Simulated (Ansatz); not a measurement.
```yaml
crystal:
  periodic: [false, false, false]
  atoms:
    - {symbol: C, position_ang: [1.258492, -1.550834, 0.335995]}
    - {symbol: N, position_ang: [0.728934, -0.515885, -0.520750]}
    - {symbol: Ti, position_ang: [-0.493627, 0.837304, -0.097745]}
    - {symbol: O, position_ang: [-2.192887, 0.256294, -0.320494]}
    - {symbol: O, position_ang: [-0.187032, 2.199276, -1.247011]}
    - {symbol: O, position_ang: [-0.258028, 1.251578, 1.649593]}
    - {symbol: H, position_ang: [1.009584, -2.556133, -0.026775]}
    - {symbol: H, position_ang: [0.840775, -1.449531, 1.339841]}
    - {symbol: H, position_ang: [2.348809, -1.486701, 0.430341]}
    - {symbol: H, position_ang: [1.161519, -0.502809, -1.435918]}
    - {symbol: H, position_ang: [-2.524801, -0.589990, -0.619454]}
    - {symbol: H, position_ang: [-0.780169, 2.678011, -1.825656]}
    - {symbol: H, position_ang: [-0.891070, 1.394620, 2.352834]}
basis:
  gaussian: {orbitals: def2-TZVPD, fitting: {mean_field: cc-pVTZ-jkfit}}
total_charge: -1
magnetization: {spin_polarized: true, initial_magnetization: 1}
hamiltonian: {xc: {name: B2GP-PLYP}}
accuracy: high
```

```sh
$ ansatz run in.yaml --threads 4 --pin off --events-out ev --progress --plain --max-ram 11315MiB
```

Q: How does Ansatz answer? (Best estimate.)

A: Ansatz gave: The program refused the input.
```
Functional definition: B2GP-PLYP
Error: <dir> the basis set cc-pVTZ-JKFIT has no functions for Ti
```
